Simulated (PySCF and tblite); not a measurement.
Results of a calculation; reference values are marked as such.
C9H10O, numbered as in [CH2:1]=[CH:2][CH2:3][O:4][c:5]1[cH:6][cH:7][cH:8][cH:9][cH:10]1.

The ensemble was built from 150 distance-geometry starts (ETKDG, MMFF94s, GFN2-xTB) and rests on GFN2-xTB geometries. Free energies are CAM-B3LYP-D3(BJ)/6-31G* single points with GFN2-xTB rigid-rotor and vibrational terms (modes under about 100 cm⁻¹ blended into free rotors). Symmetry numbers and mirror images are counted. Conformers within 3 kcal/mol (GFN2-xTB free energy) were kept, 10 at most. Couplings: B3LYP/6-31G* with pcJ-1 on H (gas phase; spin-dipole term only for pairs with B, N, F, Si or P). Couplings are for ¹H. H–H couplings come out 0.1 to 0.9 Hz lower than with pcJ-1 on all atoms. Of two unlike H on one atom, a is the less shielded (CAM-B3LYP/6-31G*). (PySCF 2.14, tblite 0.8.)

Torsions listed: C1–C2–C3–O4, C2–C3–O4–C5, C3–O4–C5–C6. Of a mirror pair one member is shown.

```json
{"conformer": "1", "shape": "0°, 180°, 0°", "weight %": "31.0"}
{"conformer": "2", "shape": "137°, 180°, 0°", "weight %": "27.0"}
{"conformer": "3", "shape": "-6°, -73°, 2°", "weight %": "23.0"}
{"conformer": "4", "shape": "149°, -69°, -179°", "weight %": "15.1"}
{"conformer": "5", "shape": "-138°, -74°, 176°", "weight %": "4.0"}
```

**Question.** Give the couplings in each conformer and the averages at 298.15 K (pairs that fast motion interchanges averaged).

**Answer.** 
```csv
coupling,pairs,1,2,3,4,5,average (Hz)
"²J(H1b,H1a)",1,0.1,-0.5,-0.7,-0.6,-0.3,-0.4
"³J(H1b,H2)",1,12.0,11.7,12.2,12.0,11.9,12.0
"³J(H1a,H2)",1,16.7,16.8,17.1,17.3,16.9,16.9
"³J(H2,H3)",2,3.3,5.9,3.1,5.5,5.6,4.4
"²J(H3,H3)",1,-16.3,-11.5,-18.8,-15.9,-15.9,-15.5
"³J(H6,H7)",2,9.5,9.5,9.6,9.6,9.5,9.5
"³J(H7,H8)",2,8.3,8.3,8.3,8.3,8.3,8.3
```

The minima are those of GFN2-xTB; planar forms about aryl–S or allylic bonds may be saddles in DFT.
